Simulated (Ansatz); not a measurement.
Ansatz results at the PBE0-D4/def2-TZVP geometry: LUMO energy (PBE0/def2-TZVPP) -0.77 eV; HOMO energy (B3LYP/def2-TZVPP) -6.60 eV; HOMO–LUMO gap (ωB97M-V/def2-TZVPP) 10.13 eV.

Each molecule was computed in one conformer, which needn't be the lowest.

(1) Which molecule gave them?
A. `C[NH][GeH]([F])[Cl]`
B. `C[Si](C)(C)[O][Ge]([CH3])([CH3])[Cl]`
C. `C[S][Ge]([S]C)([S]C)[S]C`
D. `CC(C)[NH][Ge]([F])([F])[NH]C(C)C`

## Answers

(1) C. The others give `C[Si](C)(C)[O][Ge]([CH3])([CH3])[Cl]`: 0.56, -7.71, 12.19; `C[NH][GeH]([F])[Cl]`: 0.03, -7.30, 11.82; `CC(C)[NH][Ge]([F])([F])[NH]C(C)C`: 0.28, -7.02, 11.48.

B3LYP here is the variant with VWN-RPA as its local correlation; programs differ in this.
